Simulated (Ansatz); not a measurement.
Reaction (formal exchange of groups at the In–S bond): `C[O][In]([SH])[SH]` + CH₄ → `C[O][In]([CH3])[SH]` + H₂S

Computed with Ansatz on PBE0-D4/def2-TZVP structures; ΔE is electronic, products minus reactants. CCSD(T)/CBS is the MP2 limit (def2-TZVPP, def2-QZVPP) plus CCSD(T) − MP2 in def2-TZVPP, frozen cores. This one scheme is used for every species. DFT in def2-TZVPP. HSE06 is defined as in plane-wave codes. Elements past krypton have def2 core potentials. For In outer-core shells are correlated without core-valence functions, which leaves a few kJ/mol of doubt a bond. Each species was taken in one conformer, which may not be the lowest.

```tsv
level	ΔE (kcal/mol)
B97M-V	27.2
r2SCANh-D4	26.4
HSE06-D4	25.9
LC-ωPBE	24.5
```

(1) What does CCSD(T)/CBS give? (An estimate is asked.)

Largest T1 diagnostic among the species: 0.015.

Answers

(1) Computed: +25.1 kcal/mol. The listed levels differ from it by 2.1, 1.3, 0.8, -0.6 kcal/mol.

From BLYP to BHLYP (50 % exact exchange), in def2-TZVPP and without D4, ΔE moves by +1.0 kcal/mol. Leaving LDA and LC-ωPBE aside and taking each functional with its dispersion term where it has one, the values, not all of them listed here, spread over 2.3 kcal/mol, from ωB97M-V to B97M-V. LDA lies −1.0 kcal/mol from PBE without D4. In def2-TZVPP, CCSD(T) changes the Hartree–Fock value by −3.0 kcal/mol (the triples alone add +0.1 kcal/mol) and MP2 by −2.4 kcal/mol.
